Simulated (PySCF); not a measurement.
C2H6ClFSi, SMILES CC[Si@@H](F)Cl. Atoms are numbered in the order given.

```xyz
11

C     -2.2117    -0.5015     0.1812
C     -1.2332    -0.4351    -0.9889
Si     0.4130     0.3124    -0.5657
F      0.1909     1.8279    -0.0298
Cl     1.2874    -0.7496     0.9702
H     -1.8010    -1.0998     1.0085
H     -3.1673    -0.9561    -0.1204
H     -2.4285     0.5025     0.5763
H     -1.6501     0.1581    -1.8226
H     -1.0381    -1.4407    -1.4018
H      1.3685     0.3730    -1.6988
```

Coordinates come from a PBE0-D3(BJ)/def2-SVP optimisation. The structure was generated by enumeration; whether it is a known compound was not checked. One conformer was computed; it need not be the lowest.

Two levels are set side by side: PBE/pcSseg-1 (PySCF) and PBE0/pcSseg-1 (PySCF). GIAO shifts against CFCl3 (¹⁹F), HCl (³⁵Cl), TMS (²⁹Si), TMS (¹H), TMS (¹³C) at the same level; non-relativistic, no solvent, atoms listed together averaged. Without spin–orbit terms, shifts of atoms bonded to Cl or Br come out too high at both levels. Differences are taken from unrounded values.

```tsv
quantity	PBE0	PBE	PBE minus PBE0
δ(¹³C) of C1 (ppm)	7.4	7.6	0.2
δ(¹³C) of C2 (ppm)	15.4	17.7	2.3
δ(²⁹Si) of Si3 (ppm)	22.5	24.1	1.6
δ(¹⁹F) of F4 (ppm)	-170.4	-186.5	-16.1
δ(³⁵Cl) of Cl5 (ppm)	42.7	61.0	18.3
δ(¹H) of H11 (ppm)	5.77	6.03	0.26
```

Rough cost on one machine, each run with all the roots and properties that it gave: PBE0 against PBE within a factor of 2.
